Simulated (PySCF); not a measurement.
Cl2GaH3N, charge +1, multiplicity 1. Atoms are numbered in the order given.

```xyz
7

Ga    -0.0004    -0.0348    -0.0094
Cl     1.4010     0.9913    -1.1775
Cl    -1.4043     0.3206     1.5022
N      0.0073    -2.0109    -0.4935
H     -0.5597    -2.1988    -1.3325
H     -0.3790    -2.5940     0.2613
H      0.9552    -2.3534    -0.7023
```
Charge +1, spin multiplicity 1.

Coordinates come from a B3LYP-D3(BJ)/def2-SVP optimisation. The spin state was assumed, not searched. The isomer is the one that the SMILES or the coordinates give; other isomers of the formula were not compared.

Calculation: B3LYP-D3(BJ)/def2-SVP run with PySCF 2.14.0.

Frequencies are harmonic and unscaled.

```tsv
mode	ν (cm⁻¹)	IR (km/mol)	moving atoms (share of kinetic energy)
1	12	0.1	H 99 %
2	116	17.7	Cl 64 %, Ga 30 %
3	122	0.7	Ga 54 %, Cl 31 %, N 9 %
4	129	3.3	N 46 %, Cl 23 %, H 23 %, Ga 9 %
5	400	3.8	Cl 80 %, N 15 %
6	452	19.5	N 52 %, Ga 25 %, H 12 %, Cl 11 %
7	524	51.2	Cl 54 %, Ga 45 %
8	719	32.6	H 86 %, N 13 %
9	751	73.0	H 82 %, N 16 %
10	1329	150.8	H 84 %, N 16 %
11	1605	40.3	H 95 %
12	1609	31.3	H 95 %
13	3397	96.4	H 98 %
14	3490	123.0	H 92 %, N 8 %
15	3501	117.0	H 92 %, N 8 %
```
